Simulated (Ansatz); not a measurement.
System: sum formula SnOH (charge -1, singlet). 
Geometry from a B3LYP-D3(BJ)/def2-TZVP (Ansatz, a quantum-chemistry and plane-wave program) optimisation:
```xyz
3

Sn    -0.2367    -0.1062    -0.1925
O      1.3279     0.4841     1.0626
H      1.2145     1.4358     1.1261
```
Charge -1, spin multiplicity 1.

Basis-set convergence of Hartree-Fock and CCSD(T) correlation energies (hartree) with Ansatz. Valence correlation only, unless marked. Spin-orbit coupling is left out. The frozen core is the preceding noble-gas configuration, with the filled d and f shells of earlier blocks. In def2 rows, elements after Kr have scalar-relativistic effective core potentials. This anion needs diffuse functions, which these sets lack.

The Hartree-Fock reference is unstable (checked in the largest basis), which strains HF and MP2. 

```csv
basis,functions,E(HF),"E(corr, CCSD(T))",rough core time
def2-SVP,45,-288.69523,-0.28527,under 20 s
def2-TZVPP,95,-288.81494,-0.36551,under 20 s
def2-QZVPP,169,[?],[?],80 s
```

Question: Fill in the missing entries.

Answer: 
- def2-QZVPP, E(HF): -288.82491
- def2-QZVPP, E(corr, CCSD(T)): -0.39305
